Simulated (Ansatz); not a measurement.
Cu2O2⁻, relaxed as a doublet with UKS PBE0-D4/def2-SVPD in Ansatz, starting from the GFN1-xTB geometry. Force threshold 0.02 eV/Å.

The structure comes from a short search, and lower isomers may exist.

Start:

Cartesian coordinates in Å:
```
Cu 0.5470 -0.1105 -0.6860
Cu -1.6142 0.2098 1.8484
O 1.2116 -0.6407 -2.1309
O -0.1445 0.5414 0.9684
```

```csv
step,energy (eV),largest force component (eV/Å),SCF passes
1,-93341.9267,2.394,67
2,-93342.0470,1.562,49
3,-93342.1647,0.482,55
4,-93342.2172,0.426,53
5,-93342.2673,0.269,61
6,-93342.2734,0.129,41
7,-93342.2756,0.009,42
```

Force components are those of the run's own axes.

End:

```xyz
4

Cu    0.446   -0.008   -0.435
Cu   -1.441   -0.064    1.263
O     0.908   -0.729   -1.978
O     0.086    0.801    1.150
```

By distances, no bond broke or formed, bridged metal pairs apart. The bond that changes most is Cu1–O4, from 1.91 to 1.82 Å (atoms count from 1). Metal–metal contacts that move far: Cu1–Cu2 3.35 to 2.54 Å. The end is the same structure that another start reached, the lowest one found.

No frequencies were taken in this run, so the end may be a saddle point.

Hardware: 4 threads of Intel Xeon on a shared host. Wall time 43 s.
